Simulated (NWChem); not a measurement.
System: CH3IMgO; SMILES C[O][Mg][I]

Here is an NWChem input.

```
start job
memory heap 200 mb stack 900 mb global 1100 mb
geometry units angstroms noautosym nocenter noautoz
  Mg     0.000000     0.000000    -1.054832
  I      0.000000     0.000000     1.497005
  O      0.000000     0.000000    -2.816621
  C      0.000000     0.000000    -4.189926
  H     -0.030681     1.026401    -4.606655
  H      0.904230    -0.486630    -4.606655
  H     -0.873549    -0.539771    -4.606655
end
basis spherical
  * library def2-svpd
end
ecp
  I library def2-ecp
end
dft
  xc xpbe96 cpbe96
  iterations 150
end
tddft
  cis
  nroots 6
  notriplet
end
task tddft energy
```

Structure relaxed at the PBE0/def2-SVP level. Not confirmed as a minimum by frequencies. def2 effective core potentials on I; no spin-orbit coupling.

Vertical excitations in the gas phase.

Question: What results follow from this input? (PBE/def2-SVPD with def2 effective core potentials on I, TDA.) Quantities: lowest excitation, singlet (eV); oscillator strength of that lowest state; lowest state with f > 0.02, singlet (eV); oscillator strength of that bright state; orbital gap (eV).

Answer: 
```
Quantity                                  Result
----------------------------------------  ------
lowest excitation, singlet (eV)             3.72
oscillator strength of that lowest state   0.008
lowest state with f > 0.02, singlet (eV)    4.38
oscillator strength of that bright state   0.046
orbital gap (eV)                            3.65
```
